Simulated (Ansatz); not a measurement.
`[F][In]([F])[Br]` + `C=C(O)CO` → `O[CH2][In]([F])[F]` + `C=C(O)Br`  (formal exchange of groups at the In–Br bond)

Gas-phase electronic energies from Ansatz, PBE0-D4/def2-TZVP geometries. CBS: MP2 limit from def2 TZ/QZ plus the TZ coupled-cluster correction, frozen cores. DFT in def2-TZVPP. B3LYP here is the variant with VWN-RPA as its local correlation; programs differ in this. def2 core potentials past Kr. For Br, In outer-core shells are correlated without core-valence functions, which leaves a few kJ/mol of doubt a bond. Scalar relativity is left out up to krypton. One conformer a species, not always the lowest.

| level | ΔE (kJ/mol) | difference from CCSD(T)/CBS |
| --- | --- | --- |
| PBE-D4 | 160.7 | -27.5 |
| r2SCAN-D4 | 176.3 | -11.9 |
| PBE0-D4 | 182.2 | -6.0 |
| B3LYP-D4 | 176.0 | -12.2 |
| ωB97X-V | 190.9 | 2.7 |
| ωB97M-V | 187.8 | -0.4 |
| B2PLYP | 182.0 | -6.2 |
| PBE | 161.2 | -27.0 |
| r2SCAN | 176.2 | -12.0 |
| PBE0 | 182.5 | -5.7 |
| B3LYP | 177.2 | -11.0 |
| HF/def2-TZVPP | 235.8 | 47.6 |
| MP2/def2-TZVPP | 180.7 | -7.5 |
| SCS-MP2/def2-TZVPP | 184.4 | -3.8 |
| CCSD/def2-TZVPP | 192.5 | 4.3 |
| CCSD(T)/def2-TZVPP | 185.9 | -2.3 |
| HF/def2-QZVPP | 236.7 | 48.5 |
| MP2/def2-QZVPP | 182.3 | -5.9 |
| SCS-MP2/def2-QZVPP | 186.5 | -1.7 |
| HF/CBS(def2) | 236.9 | 48.7 |
| MP2/CBS(def2) | 183.0 | -5.2 |
| CCSD/CBS(def2) | 194.8 | 6.6 |
| CCSD(T)/CBS | 188.2 | 0 |

Largest T1 diagnostic among the species: 0.016.

In def2-TZVPP, CCSD(T) changes the Hartree–Fock value by −49.9 kJ/mol (the triples alone add −6.7 kJ/mol) and MP2 by −55.1 kJ/mol. From PBE to PBE0 (25 % exact exchange), in def2-TZVPP and without D4, ΔE moves by +21.3 kJ/mol.
